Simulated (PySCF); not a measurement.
Cl3Sc, triplet, geometry from GFN2-xTB (such geometries of metal compounds can be far from the true shape) (the multiplicity is a formal guess); B3LYP/6-31G** (PySCF).

Input for PySCF:
```python
from pyscf import gto, scf, dft

mol = gto.Mole()
mol.atom = '''
    Sc   -0.305521   -0.023381    0.213407
    Cl    1.773216   -0.126430   -0.815400
    Cl   -0.592849   -1.150558    2.198355
    Cl   -0.802959    1.305872   -1.646575
'''
mol.basis = '6-31g**'
mol.charge = 0
mol.spin = 2
mol.verbose = 4
mol.build()

mf = dft.ROKS(mol)
mf.xc = 'b3lyp'
mf.kernel()
mf.analyze()
```

Q: Write the output that PySCF gives for this input, abridged.

A: 
```
PySCF version 2.14.0

[INPUT] verbose = 4
[INPUT] num. atoms = 4
[INPUT] num. electrons = 72
[INPUT] charge = 0
[INPUT] spin (= nelec alpha-beta = 2S) = 2
[INPUT] symmetry False subgroup None
[INPUT] Mole.unit = angstrom
[INPUT] Symbol           X                Y                Z      unit          X                Y                Z       unit  Magmom
[...]
nuclear repulsion = 366.209626495731
number of shells = 36
number of NR pGTOs = 250
number of NR cGTOs = 88
basis = 6-31g**
ecp = {}

******** <class 'pyscf.dft.roks.ROKS'> ********
method = ROKS
initial guess = minao
damping factor = 0
level_shift factor = 0
DIIS = <class 'pyscf.scf.diis.CDIIS'>
diis_start_cycle = 1
diis_space = 8
diis_damp = 0
SCF conv_tol = 1e-09
SCF conv_tol_grad = None
SCF max_cycles = 50
direct_scf = True
direct_scf_tol = 1e-13
num. doubly occ = 35  num. singly occ = 2
XC library pyscf.dft.libxc version 7.1.2
    S. Lehtola, C. Steigemann, M. J. T. Oliveira, and M. A. L. Marques,  SoftwareX 7, 1–5 (2018)
XC functionals = b3lyp
    P. J. Stephens, F. J. Devlin, C. F. Chabalowski, and M. J. Frisch,  J. Phys. Chem. 98, 11623 (1994)
radial grids:
    Treutler-Ahlrichs [JCP 102, 346 (1995); DOI:10.1063/1.469408] (M4) radial grids

becke partition: Becke, JCP 88, 2547 (1988); DOI:10.1063/1.454033
pruning grids: <function nwchem_prune>
grids dens level: 3
symmetrized grids: False
atomic radii adjust function: <function treutler_atomic_radii_adjust>
small_rho_cutoff = 0
Set gradient conv threshold to 3.16228e-05
tot grids = 77280
init E= -2141.52476419848
[...]
cycle= 1 E= -2140.49922230747  delta_E= 1.03  |g|= 1.75  |ddm|= 2.24
[...]
cycle= 2 E= -2139.66870452052  delta_E= 0.831  |g|= 2.01  |ddm|=    5

WARN: HOMO -0.0510816264888474 >= LUMO -0.259698826976419

cycle= 3 E= -2140.68988985885  delta_E= -1.02  |g|= 0.884  |ddm|= 4.81
[...]
cycle= 4 E= -2140.901709579  delta_E= -0.212  |g|= 0.868  |ddm|= 2.41

WARN: HOMO -0.0427703743571337 >= LUMO -0.305752893043005

cycle= 5 E= -2140.87787054423  delta_E= 0.0238  |g|= 0.524  |ddm|= 2.33
[...]
cycle= 6 E= -2141.22220033494  delta_E= -0.344  |g|= 0.442  |ddm|= 1.95

WARN: HOMO -0.0651586557201425 >= LUMO -0.103549629632486

cycle= 7 E= -2141.13244906145  delta_E= 0.0898  |g|= 0.51  |ddm|= 1.92

WARN: HOMO -0.0604888052891566 >= LUMO -0.0887103532578122

cycle= 8 E= -2141.32086652408  delta_E= -0.188  |g|= 0.174  |ddm|= 1.17

WARN: HOMO -0.0686153538875227 >= LUMO -0.0839932120898479

[...]

WARN: HOMO -0.0655460984678968 >= LUMO -0.0760010658331947

cycle= 22 E= -2141.33509447415  delta_E= -2.76e-07  |g|= 0.000383  |ddm|= 0.00154

WARN: HOMO -0.0655338283379243 >= LUMO -0.0759941274922769

cycle= 23 E= -2141.3350939212  delta_E= 5.53e-07  |g|= 0.000726  |ddm|= 0.00386

WARN: HOMO -0.0655255514819792 >= LUMO -0.0759895237596027

cycle= 24 E= -2141.33509294596  delta_E= 9.75e-07  |g|= 0.00145  |ddm|= 0.00881

WARN: HOMO -0.0655333207605331 >= LUMO -0.0759914466275857

cycle= 25 E= -2141.33509459934  delta_E= -1.65e-06  |g|= 7.66e-05  |ddm|= 0.00479

WARN: HOMO -0.0655352475127202 >= LUMO -0.0759914592329278

cycle= 26 E= -2141.33509460123  delta_E= -1.9e-09  |g|= 6.62e-05  |ddm|= 0.000441

WARN: HOMO -0.065533013986633 >= LUMO -0.0759902892744009

cycle= 27 E= -2141.33509460153  delta_E= -3.02e-10  |g|= 6.85e-05  |ddm|= 0.00014

WARN: HOMO -0.0655356407782053 >= LUMO -0.0759913588256107

cycle= 28 E= -2141.33509460111  delta_E= 4.23e-10  |g|= 7.62e-05  |ddm|= 0.000183

WARN: HOMO -0.0655347361413323 >= LUMO -0.0759906918103956

cycle= 29 E= -2141.33509460075  delta_E= 3.56e-10  |g|= 8.11e-05  |ddm|= 0.000131

WARN: HOMO -0.0655346350601751 >= LUMO -0.0759907117284175

cycle= 30 E= -2141.33509460538  delta_E= -4.62e-09  |g|= 1.84e-05  |ddm|= 0.000203

WARN: HOMO -0.0655344842648669 >= LUMO -0.0759906054129416

cycle= 31 E= -2141.33509460562  delta_E= -2.42e-10  |g|= 4.64e-06  |ddm|= 5.4e-05

WARN: HOMO -0.0655344791911943 >= LUMO -0.0759906333246492

Extra cycle  E= -2141.33509460479  delta_E= 8.31e-10  |g|= 3.49e-05  |ddm|= 0.000122
converged SCF energy = -2141.33509460479
**** SCF Summaries ****
Total Energy =                       -2141.335094604790356
Nuclear Repulsion Energy =             366.209626495731072
One-electron Energy =                -3680.160132302647980
Two-electron Energy =                 1172.615411202127007
Two-electron Coulomb Energy =         1296.667835587039008
DFT Exchange-Correlation Energy =     -124.052424384911987
HOMO-LUMO gap [eV] =                    -0.284526446410060
**** MO energy ****
                Roothaan           | alpha              | beta
[...]
 ** Mulliken pop on meta-lowdin orthogonal AOs  **
 ** Mulliken pop  **
 ** Mulliken atomic charges  **
charge of    0Sc =      0.98539
charge of    1Cl =     -0.19937
charge of    2Cl =     -0.50028
charge of    3Cl =     -0.28574
Dipole moment(X, Y, Z, Debye): -0.83546,  0.96120, -1.07164
```
